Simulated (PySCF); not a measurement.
C3H7NSi, SMILES [SiH3]N1C=CC1.

Coordinates come from a ωB97X-D3(BJ)/def2-SVP optimisation. This is a generated structure with no PubChem entry under its InChIKey; it may be hypothetical.

Two levels are set side by side: PBE/def2-TZVP (PySCF) and r2SCAN/def2-TZVP (PySCF). Same geometry, gas phase. Differences are taken from unrounded values.

```tsv
quantity	r2SCAN
orbital gap (eV)	4.82
highest occupied level (eV)	-5.06
lowest empty level (eV)	-0.25
dipole moment (D)	0.44
mean polarisability (bohr³)	68.9
```

### Question
What does PBE give, and how far is it from r2SCAN? (Estimate from the structure and the level; the computed values follow.)

### Answer

| quantity | PBE | PBE minus r2SCAN |
|---|---|---|
| orbital gap (eV) | 4.41 | -0.40 |
| highest occupied level (eV) | -4.89 | 0.18 |
| lowest empty level (eV) | -0.48 | -0.23 |
| dipole moment (D) | 0.42 | -0.02 |
| mean polarisability (bohr³) | 70.6 | 1.7 |

Rough cost on one machine, each run with all the roots and properties that it gave: r2SCAN against PBE about 4 times.
